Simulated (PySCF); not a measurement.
How PBE and B3LYP compare on the HOMO–LUMO gap of the Kohn–Sham levels of molecules with a metal or metalloid centre.

Values in eV, from PySCF. Where two bases are given, the first is that of PBE. B3LYP is a level with its own limits.

```
system                                               basis   PBE  B3LYP  PBE − B3LYP
-----------------------------------------------  ---------  ----  -----  -----------
Zr(F)4 singlet                                   def2-TZVP  7.83  10.18        -2.34
Al(H)(Et)2 singlet                               def2-TZVP  4.12   5.69        -1.58
Al(H)(Me)2(py) singlet                            def2-SVP  2.66   4.37        -1.71
B(Me)2(SeH) singlet                              def2-TZVP  4.71   6.32        -1.60
Ga(Cl)2(Br) singlet                              def2-TZVP  4.50   6.13        -1.63
B(H)(Cl)(OH) singlet                             def2-TZVP  6.28   8.23        -1.95
C[Si](C)(O)C[CH2][Al]([OH])[OH] singlet           def2-SVP  4.84   6.40        -1.56
C[Si](O)(O)[SiH2]B(O)O singlet                    def2-SVP  5.03   6.78        -1.75
CB(C)C#C[SiH2]Cl singlet                         def2-TZVP  3.88   5.58        -1.70
Bi(Et)(OH)2 singlet                              def2-TZVP  4.42   5.90        -1.48
B(H)(Cl)2(OH2) singlet                           def2-TZVP  5.83   7.50        -1.67
[CH3][Ge]([CH3])([CH3])[CH2][SiH](Cl)Cl singlet   def2-SVP  6.87   8.62        -1.75
C[SiH2]C[SiH](Cl)Cl singlet                      def2-TZVP  6.56   8.35        -1.79
Si(F)3(SiH3) singlet                             def2-TZVP  6.88   8.68        -1.81
borazine singlet                                 def2-TZVP  6.24   7.99        -1.76
Sn(I)2 singlet                                   def2-TZVP  2.32   3.47        -1.15
F[SiH2]N[SiH](Cl)Cl singlet                      def2-TZVP  6.35   8.18        -1.83
Al(H)2(OtBu) singlet                              def2-SVP  4.69   6.46        -1.76
C[SiH2]/C=C/[Si](Cl)(Cl)Cl singlet               def2-TZVP  4.91   6.59        -1.68
B(All)(Me)(OMe) singlet                           def2-SVP  4.95   6.71        -1.77
C[SiH2]O[Si](C)(C)O[SiH3] singlet                 def2-SVP  6.12   7.92        -1.80
C[SiH2]c1cc[c]([GeH3])cc1 singlet                 def2-SVP  4.74   6.20        -1.46
Al(F)2(SiH3) singlet                             def2-TZVP  5.28   6.81        -1.54
Cd(OMe)(SiH3) singlet                            def2-TZVP  3.70   5.38        -1.68
```

The mean difference from B3LYP is -1.70 eV (median -1.71) and the mean absolute one 1.70 eV (median 1.71); PBE lies above in 0 and below in 24 of 24 cases. It is closest for Sn(I)2 singlet (-1.15), C[SiH2]c1cc[c]([GeH3])cc1 singlet (-1.46), Bi(Et)(OH)2 singlet (-1.48) and furthest off for Zr(F)4 singlet (-2.34), B(H)(Cl)(OH) singlet (-1.95), F[SiH2]N[SiH](Cl)Cl singlet (-1.83).
